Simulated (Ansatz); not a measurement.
The first iterations of a band of Cl2H2Si + H2S (8 atoms, charge 0, multiplicity 1).

All numbers below come from RKS BHLYP-D4/def2-SVP (Ansatz 0.2.0).

```
movable images  : 7
climbing image  : yes
spring          : 5.0 eV/Å²
optimiser       : quadratic models (default)
start path      : through a guess of the saddle point
force threshold : 0.05 eV/Å
iteration limit : 60
end points      : relaxed
```

Image 0:

```xyz
8
Properties=species:S:1:pos:R:3
Si -0.170 -0.370 -0.155
H -0.768 -0.257 1.178
Cl 1.824 -0.852 0.021
Cl -0.351 1.420 -1.152
H -0.809 -1.407 -0.977
S 1.281 2.219 2.251
H 1.236 2.693 0.998
H 2.257 1.349 1.955
```

Image 8:

```xyz
8
Properties=species:S:1:pos:R:3
Si 0.619 0.456 -0.597
H -0.580 0.039 3.304
Cl 2.243 -0.389 -1.524
Cl -0.662 1.226 -1.994
H -0.059 -0.607 0.150
S 1.202 2.100 0.614
H 2.088 1.389 1.331
H -0.351 0.581 2.834
```

| iteration | highest image above the first end (eV) | largest band force component (eV/Å) |
| --- | --- | --- |
| 1 | 104.398 | 517.995 |
| 2 | 50.816 | 239.533 |
| 3 | 27.377 | 124.719 |
| 4 | 11.951 | 49.877 |
| 5 | 5.827 | 23.910 |
| 6 | 4.491 | 14.511 |
| 7 | 3.164 | 13.808 |
| 8 | 3.353 | 6.785 |
| 9 | 3.485 | 4.010 |
| 10 | 2.915 | 2.570 |
| 11 | 2.334 | 4.286 |
| 12 | 1.810 | 1.920 |
| 13 | 1.743 | 0.649 |
| 14 | 1.705 | 1.050 |
| 15 | 1.673 | 0.568 |
| 16 | 1.662 | 0.799 |

Problem. Does the band converge within its limit, and where does its top end?

Solution. The run converged. It ended after 48 iterations with the highest image 2.562 eV above the first end. The profile has 2 maxima (images 1, 6) with wells between them (image 4): this band takes more than one step, which may be the mechanism or a detour left from its start path. Neighbouring images differ by up to 2.5 eV, so the band resolves the path poorly. A vibrational analysis at the climbing image gives one clearly imaginary mode, 1472i cm⁻¹: a first-order saddle point. The orbitals stay closed-shell, which can raise the energy where a bond breaks towards radicals; this wasn't checked here.

Time of the run: 11 min on 2 threads of Arm Neoverse V1, on a shared host, peak memory 0.22 GiB.
